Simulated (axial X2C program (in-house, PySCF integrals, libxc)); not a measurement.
Which molecule has these constants?

Computed with an in-house relativistic program for diatomic molecules, spin-free (one-electron X2C) or two-component (2c: spin–orbit coupling with atomic mean-field Coulomb and Gaunt terms, which also bring small scalar terms), in Dyall basis sets with cores contracted in-house; open shells are unrestricted.

A two-component PBE0 calculation in a Dyall 3-zeta basis gave Re = 2.474 Å, ωe = 272.7 cm⁻¹, De = 1.87 eV, dipole magnitude 0.74 D, Ω = 0.

**Question.** Which molecule is it?
A. IF
B. IBr
C. ICl

**Answer.** B. The others have IF 1.926 Å and 617.2 cm⁻¹ (Ω = 0); ICl 2.328 Å and 388.8 cm⁻¹ (Ω = 0).

Each entry is the lowest single determinant of a limited PBE0 search at one distance. De goes to single-determinant-based atoms at the same level (for ions the charge split of lowest energy) and is withheld (n/a) where an atom does not fit its ground term or J level. Main or longest-lived isotopes. Some light 2c atoms are not at their ground J level, so De misses part of their lowering (0.04 eV or less). The functionals have no current term, which raises determinants with orbital currents.
